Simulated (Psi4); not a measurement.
trans-butane (C₄H₁₀), singlet, at a GFN2-xTB geometry, with bond 6-4 at 1.6 times its length; CAM-B3LYP/STO-3G in Psi4 1.11.

The Psi4 input:
```
memory 2 GB

molecule {
0 1
C     0.69972710    1.81214548   -0.01176203
C     0.70675440    0.28853896    0.00289920
C    -0.70675440   -0.28853896   -0.00289920
C    -0.69972710   -1.81214548    0.01176203
H     1.71545059    2.20096356   -0.00734751
H    -2.32488468   -2.43425441    0.00469880
H     0.18011936    2.19963272    0.86211672
H     0.19425279    2.18273075   -0.90112412
H    -0.19425279   -2.18273075    0.90112412
H    -0.18011936   -2.19963272   -0.86211672
H     1.24912394   -0.08031491   -0.87090544
H     1.23499164   -0.06341428    0.89219486
H    -1.23499164    0.06341428   -0.89219486
H    -1.24912394    0.08031491    0.87090544
}

set {
  basis sto-3g
  cholesky_tolerance 1e-6
  scf_type cd
}

energy('cam-b3lyp')
print_variables()
```

The log (banner, timings and long lists left out):

```
   => Loading Basis Set <=

    Name: STO-3G
    Role: ORBITAL
    Keyword: BASIS

Traceback (most recent call last):
  File "psi4", line 375, in <module>
  File "<string>", line 36, in <module>
  File "site-packages/psi4/driver/driver.py", line 533, in energy
  File "site-packages/psi4/driver/procrouting/proc.py", line 2760, in run_scf
  File "site-packages/psi4/driver/procrouting/proc.py", line 1939, in scf_helper
  File "site-packages/psi4/driver/procrouting/proc.py", line 1433, in scf_wavefunction_factory
  File "site-packages/psi4/driver/procrouting/proc.py", line 1397, in build_functional_and_disp
  File "site-packages/psi4/driver/procrouting/dft/superfunctionals.py", line 135, in build_superfunctional

psi4.driver.p4util.exceptions.ValidationError: SCF: SCF_TYPE (CD) not supported for range-separated functionals, plese use SCF_TYPE = 'DF' to automatically select the correct JK build.

Printing out the relevant lines from the Psithon --> Python processed input file:
    """)
    core.IO.set_default_namespace("")
    core.set_global_option("BASIS", "sto-3g")
    core.set_global_option("CHOLESKY_TOLERANCE", 1e-6)
    core.set_global_option("SCF_TYPE", "cd")
--> energy('cam-b3lyp')
    print_variables()

!----------------------------------------------------------------------------------!
!                                                                                  !
!  SCF: SCF_TYPE (CD) not supported for range-separated functionals, plese use     !
!     SCF_TYPE = 'DF' to automatically select the correct JK build.                !
!                                                                                  !
!----------------------------------------------------------------------------------!
```

The program refused the input.
